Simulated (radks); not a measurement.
Initial-state core-level shifts of the sulfur ion S2+ when its valence configuration changes from [Ne] 3s2 3p2. Method: Dirac Kohn-Sham, PBE, spin-unpolarised, spherical densities, point nucleus; open shells are shared between the two j in proportion to 2j + 1; computed with a radial shooting solver on a logarithmic mesh with Libxc functionals. Shifts are changes of the shell-averaged eigenvalues in eV (positive: less bound).

[
 {"valence": "3p4", "1s": "-2.536", "2s": "-2.540", "2p": "-2.500"},
 {"valence": "3s1.5 3p2.5", "1s": "-0.653", "2s": "-0.651", "2p": "-0.641"},
 {"valence": "3s1 3p3", "1s": "-1.293", "2s": "-1.291", "2p": "-1.271"},
 {"valence": "3s0.5 3p3.5", "1s": "-1.921", "2s": "-1.920", "2p": "-1.890"}
]
